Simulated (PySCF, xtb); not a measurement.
CH₈FNSi₂, SMILES [C@@H](N)([SiH3])[SiH2]F.

xtb 6.7.1 with GFN2-xTB at its own geometry gives an orbital gap of 4.70 eV and a dipole moment of 2.01 D.

The structure is a stationary point at PBE-D3(BJ)/def2-SVP. The structure was generated by enumeration; whether it is a known compound was not checked. The values are those of a single conformer.

Task: What does PySCF with PBE/def2-TZVP give? (The exact figures need the calculation; the answer reports its results.)

Result: gap 5.14 eV (levels -6.00 and -0.86 eV), dipole 2.51 D.
